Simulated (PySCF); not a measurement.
Species: C10H16S.
Numbering: `[CH3:1][S:2][C:3]1=[C:4]=[CH:5][CH2:6][CH2:7][CH2:8][CH2:9][CH2:10][CH2:11]1` (hydrogens: H12, H13, H14 on C1; H15 on C5; H16, H17 on C6; H18, H19 on C7; H20, H21 on C8; H22, H23 on C9; H24, H25 on C10; H26, H27 on C11)

Theory: PBE0-D3(BJ)/def2-SVP geometry optimisation, gas phase in PySCF.

(1) List the bond lengths, angles and torsions at this level.

## Answers

(1) 
```tsv
bond	length (Å)	order
C1–S2	1.798	single
S2–C3	1.771	single
C3=C4	1.315	double
C4=C5	1.314	double
C5–C6	1.516	single
C6–C7	1.528	single
C7–C8	1.535	single
C8–C9	1.527	single
C9–C10	1.533	single
C10–C11	1.542	single
C3–C11	1.512	single
C1–H12, C1–H13, C1–H14	1.099	single
C5–H15	1.097	single
C6–H16, C6–H17	1.105	single
C7–H18, C7–H19	1.102	single
C8–H20, C8–H21	1.102	single
C9–H22, C9–H23	1.104	single
C10–H24, C10–H25	1.102	single
C11–H26, C11–H27	1.102	single
```

Bonds in one row agree within 0.01 Å and their mean is given. Orders are formal, as drawn. A selection of angles:
```tsv
angle	degrees
S2–C1–H12	110.5
S2–C1–H13	106.7
H12–C1–H13	109.6
C1–S2–C3	101.5
S2–C3–C4	123.1
S2–C3–C11	112.6
C4–C3–C11	123.9
C3–C4–C5	163.4
C4–C5–C6	120.6
C4–C5–H15	121.3
C6–C5–H15	118.0
C5–C6–C7	112.7
C5–C6–H16	108.2
C5–C6–H17	109.7
C7–C6–H16	110.0
C7–C6–H17	110.5
H16–C6–H17	105.4
C6–C7–C8	112.1
C6–C7–H18	108.5
C8–C7–H18	110.3
H18–C7–H19	105.9
C7–C8–C9	116.9
C7–C8–H20	108.8
C9–C8–H20	108.1
H20–C8–H21	105.1
C8–C9–C10	117.5
C8–C9–H22	107.3
C8–C9–H23	109.8
C10–C9–H22	108.4
H22–C9–H23	105.4
C9–C10–C11	116.4
C9–C10–H24	110.5
C9–C10–H25	107.5
C11–C10–H24	107.7
C11–C10–H25	108.9
H24–C10–H25	105.2
C10–C11–H26	111.1
C10–C11–H27	109.7
C3–C11–C10	110.8
C3–C11–H26	109.6
H26–C11–H27	106.6
```

Dihedral angles: C1–S2–C3–C4 -4° (synperiplanar); S2–C3–C4–C5 103° (anticlinal); C3–C4–C5–C6 -8° (synperiplanar); C4–C5–C6–C7 18° (synperiplanar); C5–C6–C7–C8 63° (synclinal); C6–C7–C8–C9 -147° (anticlinal); C7–C8–C9–C10 60° (synclinal); C8–C9–C10–C11 46° (synclinal); C9–C10–C11–C3 -91° (anticlinal); S2–C3–C11–C10 -81° (synclinal). The mirror-image conformer, all signs reversed, is as good.

The 9-membered ring C3–C4–C5–C6–C7–C8–C9–C10–C11 has internal angles of 110.8° to 163.4° (sum 1094°, against 1260° for a flat polygon); it is puckered, 0.37 Å rms from its mean plane. S2 (sulfide sulfur) is bent (angle 101.5°). The C–S distances run from 1.771 Å (S2–C3, drawn single) to 1.798 Å (C1–S2, drawn single), a spread of 0.027 Å. Of the pairs four or more bonds apart, C5···H20 is among the closest relative to their van der Waals radii: 2.57 Å, 89 % of the sum of Bondi's values. The 9 C–C bonds span 1.314 Å (C4=C5, drawn double) to 1.542 Å (C10–C11, drawn single), a spread of 0.228 Å.

Point group: C1 (no symmetry element, even within 0.4 Å). No frequency check. The numbers are those of one conformer.
